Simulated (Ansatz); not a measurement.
Consider the substitution at a C–O bond: `C[O][Al]([NH2])[SH]` + `NCS` → `CNCS` + `[NH2][Al]([OH])[SH]`.

Isolated molecules relaxed with PBE0-D4/def2-TZVP in Ansatz; ΔE leaves out vibrations. CCSD(T)/CBS adds triple-zeta CCSD(T) − MP2 to the extrapolated MP2 energy (def2 sets, frozen cores). One conformer a species, not always the lowest.

`C[O][Al]([NH2])[SH]`:

Cartesian coordinates in Å:
```
C -0.126 -1.469 -1.325
O 0.182 -0.877 -0.103
Al 0.067 0.640 0.611
N 0.628 0.843 2.262
S -0.761 2.355 -0.463
H 0.781 -1.856 -1.801
H -0.600 -0.770 -2.028
H -0.814 -2.308 -1.177
H 0.605 1.707 2.776
H 1.018 0.104 2.823
H -0.981 1.632 -1.575
```

`NCS`:

Cartesian coordinates in Å:
```
N 1.133 0.098 -0.058
C -0.278 0.322 -0.273
S -1.196 -1.213 -0.552
H 1.623 0.981 0.021
H 1.291 -0.423 0.795
H -0.405 0.893 -1.196
H -0.797 0.871 0.523
H -1.372 -1.529 0.740
```

`CNCS`:

Z-matrix (Å, degrees):
```
C
N 1 1.446
H 1 1.091 2 109.5
H 1 1.103 2 114.1 3 -121.5
H 1 1.093 2 109.5 3 117.8
C 2 1.436 1 113.1 3 177.7
H 2 1.012 1 111.3 3 53.7
S 6 1.819 2 108.1 1 175.4
H 6 1.101 2 114.7 1 -63.8
H 6 1.093 2 108.4 1 56.7
H 8 1.341 6 96.6 2 144.8
```

`[NH2][Al]([OH])[SH]`:

Z-matrix (Å, degrees):
```
N
Al 1 1.761
H 1 1.006 2 125.7
H 1 1.007 2 124.1 3 -180.0
O 2 1.693 1 123.7 3 -0.0
S 2 2.178 1 119.4 3 -179.9
H 5 0.955 2 125.1 1 0.1
H 6 1.344 2 91.5 1 179.9
```

```
              species  CCSD(T)/CBS(def2) energy (Eh)
`C[O][Al]([NH2])[SH]`                     -811.46340
                `NCS`                     -493.52417
               `CNCS`                     -532.77457
`[NH2][Al]([OH])[SH]`                     -772.22585
```

**Question.** Work out ΔE.

**Answer.** ΔE = (-532.77457) + (-772.22585) − (-811.46340) − (-493.52417) = -0.01285 Eh = -33.7 kJ/mol.

Largest T1 diagnostic among the species: 0.011.

At CCSD(T), def2-SVP lies +7.5 kJ/mol from the extrapolated value and def2-TZVPP +1.3 kJ/mol. In def2-TZVPP, CCSD(T) changes the Hartree–Fock value by −8.5 kJ/mol (the triples alone add −0.9 kJ/mol) and MP2 by −12.9 kJ/mol.
